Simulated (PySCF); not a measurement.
# How the method changes the shape and vibrations of AlBGeH3O

Calculated results; nothing here was measured. The program is PySCF 2.14.0, an open-source quantum chemistry code, run on an isolated molecule that a program drew, which may never have been made. The molecule is AlBGeH3O (charge 0, doublet), drawn as the SMILES string `[O]=[Al][BH][GeH2]`.

The geometry was optimised and harmonic frequencies were computed with HF and MP2, all in the cc-pV(D+d)Z basis, for the commonest isotopes, with a restricted reference for singlets and an unrestricted one otherwise, and a frozen core in MP2. Germanium has the cc-pVDZ-PP basis, with a core potential (ECP10MDF) in place of its 10 inner electrons, and its 3s, 3p and 3d shells are frozen in MP2. Each result is a local minimum of its method.

Geometry at the HF minimum:
```xyz
7
AlBGeH3O, angstrom
O     0.9839    3.9106   -0.5273
Al   -0.2868    3.0974   -0.0724
B    -1.9715    1.9538    0.5103
Ge   -2.1600    0.0434    0.0326
H    -2.8554    2.4465    1.1483
H    -3.3440   -0.8362    0.4188
H    -1.1318   -0.7422   -0.7738
```

Lengths of the bonds as drawn, in Å (atoms numbered as above):
| bond | HF | MP2 |
|---|---|---|
| O1-Al2 | 1.576 | 1.634 |
| Al2-B3 | 2.118 | 2.109 |
| B3-Ge4 | 1.978 | 1.980 |
| B3-H5 | 1.196 | 1.205 |
| Ge4-H6 | 1.525 | 1.535 |
| Ge4-H7 | 1.525 | 1.534 |

Rotational constants, in GHz:
| constant | HF | MP2 |
|---|---|---|
| A | 20.52 | 19.22 |
| B | 1.033 | 1.041 |
| C | 0.9834 | 0.9873 |

Harmonic frequencies in cm^-1, each column in rising order, so a row needn't be the same motion in every method:
| rank | HF | MP2 |
|---|---|---|
| 1 | 84 | 75 |
| 2 | 163 | 141 |
| 3 | 218 | 192 |
| 4 | 281 | 253 |
| 5 | 367 | 402 |
| 6 | 412 | 461 |
| 7 | 587 | 559 |
| 8 | 642 | 588 |
| 9 | 726 | ? |
| 10 | 932 | 872 |
| 11 | 971 | 925 |
| 12 | 1202 | 1041 |
| 13 | 2255 | 2190 |
| 14 | 2259 | 2207 |
| 15 | 2738 | 2680 |

**Estimate the missing MP2 frequency from the HF column.**

A single factor s that minimises the squared misfit of MP2 against s times HF over the other rows is sum(HF x MP2) / sum(HF^2) = 0.9660, with an rms misfit of 43 cm^-1. For rank 9 it gives 0.9660 x 726 = 701 cm^-1. The calculation gives 712 cm^-1, 11 cm^-1 above the estimate. The drawn bonds are on average 0.9 % longer in MP2 than in HF.
